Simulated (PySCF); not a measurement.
**Cadmium: highly charged ions in a basis for the neutral atom**

Cd(5+) [Kr] 4d7, Cd(6+) [Kr] 4d6. All numbers are calculated (PySCF 2.14, a scalar-relativistic core potential, in def2-TZVP with the def2 core potential (28 electrons) (6s4p3d1f, 40 functions)). No spin-orbit coupling, so a gap to NIST mixes the basis error with missing relativistic terms.

Changed run: basis of the neutral atom used for a highly charged ion. This setting is unsound on purpose.

```
species  method  sound run (hartree)  changed run (hartree)  converged
 Cd(5+)     UHF              not run             -160.33321        yes
 Cd(5+)   B3LYP              not run             -160.97394        yes
 Cd(5+)    BP86              not run             -161.00850        yes
 Cd(6+)     UHF              not run             -157.14370        yes
 Cd(6+)   B3LYP              not run             -157.72805        yes
 Cd(6+)    BP86              not run             -157.76299        yes
```

Ionisation energy of Cd(5+):

```json
{"method": "UHF", "changed run (eV)": "86.791", "NIST (eV)": "87 ± 2"}
{"method": "B3LYP", "changed run (eV)": "88.325", "NIST (eV)": "87 ± 2"}
{"method": "BP86", "changed run (eV)": "88.315", "NIST (eV)": "87 ± 2"}
```

The contracted functions were made for the neutral atom and can be too rigid for a highly charged ion.
